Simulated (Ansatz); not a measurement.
Energy profile

The step: SiNH₄Cl ([NH2][SiH2][Cl]) + H₂O → SiNH₅O ([NH2][SiH2][OH]) + HCl; bonds formed: Si1–O7, Cl2–H6; bonds broken: Si1–Cl2, H6–O7 (atoms numbered as in the saddle structure below).

```
10
angstrom
Si 0.1282 -0.1048 0.5006
Cl 0.3973 2.0344 -0.1788
H 0.0816 -1.6068 0.3396
H 1.0246 0.0859 1.6601
N -1.5593 0.0940 0.5488
H 1.4626 0.5507 -1.4542
O 1.4313 -0.3132 -1.0048
H -2.1716 -0.6989 0.6338
H -2.0209 0.9866 0.5727
H 1.2263 -1.0280 -1.6178
```

Electronic energies by CCSD(T) at an estimated basis limit (MP2 extrapolated from triple and quadruple zeta, plus CCSD(T) − MP2 in triple zeta), on PBE0-D4/def2-TZVP structures; SiNH6ClO, closed shell; no counterpoise correction. Ansatz 0.2.0; basis: def2-TZVPP and def2-QZVPP; cores frozen in the correlated methods. Extrapolation: Hartree–Fock as exp(−7.88 √X), correlation as X^−2.97.

Problem. Give the profile in kJ/mol, counted from the separated reactants. (An estimate is asked for; the value comes from the calculation.)

Solution. By the calculation:
| point | kJ/mol |
| --- | --- |
| separated: SiNH4Cl (linked as [NH2][SiH2][Cl]; Si1, Cl2, H3, H4, N5, H8, H9; singlet) + H2O (H6, O7, H10; singlet) | 0.0 |
| start structure | -12.3 |
| saddle | 59.3 |
| end structure | -16.3 |
| separated: SiNH5O (linked as [NH2][SiH2][OH]; Si1, H3, H4, N5, O7, H8, H9, H10; singlet) + HCl (Cl2, H6; singlet) | 6.8 |

T1 diagnostic: at most 0.011.

The step is the kind of ligand exchange by which a precursor binds to a hydroxyl group, or is hydrolysed, in atomic layer deposition of oxides.

For scale, one of the runs: CCSD(T)/def2-TZVPP, 230 basis functions, launched by `ansatz run in.yaml --threads 4 --pin off --events-out ev --progress --plain --max-ram 9574MiB`. The run took 110 s on 4 CPU threads of an Intel Xeon (shared host), with 3.8 GiB of host memory at its peak.
